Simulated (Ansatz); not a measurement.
One geometry of Ba2Te, several levels of theory.

```yaml
crystal:
  periodic: [false, false, false]
  atoms:
    - {symbol: Ba, position_ang: [-1.807839, 1.206062, -0.100197]}
    - {symbol: Ba, position_ang: [2.141788, 0.345163, 0.161206]}
    - {symbol: Te, position_ang: [-0.333949, -1.551225, -0.061009]}
basis:
  gaussian: {orbitals: def2-TZVP, initial_orbitals: start.molden}
correlation: {method: mp2}
scf: {omitted_lower_state_checks: [starts]}
output: {orbitals: {seedname: orbitals}}
```

The file start.molden holds the orbitals of an earlier run on this structure, at another level or in another basis.

```sh
$ ansatz run in.yaml --threads 4 --pin off --events-out ev --progress --plain --max-ram 3916MiB
```

Shortened log:

```
Functional definition: HF
976 factors; integrals over basis functions are off by at most 5.8e-4 eV
mean field evaluation 1: about -8632.9747 eV, gradient 1.4e1 eV
mean field evaluation 2: about -8633.7522 eV, gradient 1.2e0 eV
mean field evaluation 4: about -8634.6270 eV, gradient 6.5e-2 eV
mean field evaluation 8: about -8634.6305 eV, gradient 3.3e-5 eV
mean field evaluation 16: about -8634.6305 eV, gradient 2.1e-6 eV
mean field -8634.63050584 eV, -317.3168183269 hartree, gradient 3.9e-6 eV, S^2 0.000000; 0 other end points of the search recorded, 0 dependent functions left out; unrestricted orbitals would lower it
4 core orbitals not correlated: weight in the atoms' cores, before any rotation towards them, 1.000 or more for the frozen orbitals, at most 0.000 for the correlated occupied ones
reference -8634.63050584 eV, -317.3168183269 hartree; 18, 18 occupied and 108, 108 virtual orbitals, 976 factors
second order -21.60749355 eV of doubles, -0.00000000 eV of singles
Total energy: -8656.23799939 eV, -318.1108790688 hartree
Checks for a lower state left out: starts
```

Hardware: 4 threads of Arm Neoverse V1 on a shared host. Wall time 1.4 s.

As the first input, with `hamiltonian: {xc: pbe}`, `correlation: {method: rpa}` and without the key `output` (abridged; 3.4 s):

```
Functional definition: PBE
mean field -8683.51854422 eV, -319.1134206000 hartree, gradient 2.1e-6 eV, S^2 0.000000
4 core orbitals not correlated: weight in the atoms' cores, before any rotation towards them, 1.000 or more for the frozen orbitals, at most 0.000 for the correlated occupied ones
Total energy: -8664.25985820 eV, -318.4056769427 hartree
Checks for a lower state left out: starts
```

As the first input, with `gaussian: {orbitals: def2-TZVPD, initial_orbitals: start.molden}`, `hamiltonian: {xc: pbe, dispersion: d4}` and without the key `correlation` (abridged; 1.8 s):

```
Functional definition: PBE
mean field -8683.52895305 eV, -319.1138031171 hartree, gradient 1.2e-5 eV, S^2 0.000000
Total energy: -8683.61432059 eV, -319.1169403166 hartree
Checks for a lower state left out: starts
```

The first input with `hamiltonian: {xc: {text: "exchange = 0.50*pbe_x + 0.50*exact_x\ncorrelation = pbe_c"}}` and without the key `correlation` (abridged; 2.1 s):

```
Functional definition: unnamed
mean field -8682.29610761 eV, -319.0684968832 hartree, gradient 1.2e-5 eV, S^2 0.000000
Total energy: -8682.29612724 eV, -319.0684976045 hartree
Checks for a lower state left out: starts
```

As the first input, with `hamiltonian: {xc: pbe, dispersion: d4}` and without the key `correlation` (abridged; 1.9 s):

```
Functional definition: PBE
mean field -8683.51854870 eV, -319.1134207645 hartree, gradient 1.1e-5 eV, S^2 0.000000
Total energy: -8683.60391397 eV, -319.1165578801 hartree
Checks for a lower state left out: starts
```

As the first input, with `hamiltonian: {xc: {text: "exchange = 0.90*pbe_x + 0.10*exact_x\ncorrelation = pbe_c"}}` and without the key `correlation` (abridged; 2 s):

```
Functional definition: unnamed
mean field -8683.23403576 eV, -319.1029651066 hartree, gradient 1.8e-5 eV, S^2 0.000000
Total energy: -8683.23407142 eV, -319.1029664173 hartree
Checks for a lower state left out: starts
```

As the first input, with `hamiltonian: {xc: r2scan, dispersion: d4}`, `output: {forces: true, orbitals: {seedname: orbitals}}` and without the key `correlation` (abridged; 3.7 s):

```
Functional definition: r2SCAN
mean field -8685.89889739 eV, -319.2008969653 hartree, gradient 3.6e-5 eV, S^2 0.000000
Total energy: -8685.91135301 eV, -319.2013547010 hartree
Atom 0 force     0.014040    -0.003245     0.000925 eV/Å
Atom 1 force    -0.013340     0.003486    -0.000869 eV/Å
Atom 2 force    -0.000700    -0.000241    -0.000056 eV/Å
Dipole moment:     0.226985     1.053093     0.041437 e Å
Checks for a lower state left out: starts
```

Geometry: r2SCAN-D4/def2-TZVP.

In the def2 sets Ba, Te take a core potential; there is no spin–orbit coupling. Correlated methods freeze 4 core orbitals; core or outer-core shells of Ba, Te are correlated, in sets that lack core-valence functions. At MP2/def2-TZVP, r2SCAN-D4/def2-TZVP the restricted singlet (for correlated methods, its reference) is unstable: a solution with broken spin symmetry lies lower. The geometry of the singlet was relaxed on an unsound state (restricted singlet, unstable towards broken spin symmetry). The structure comes from a short search, and lower isomers may exist.
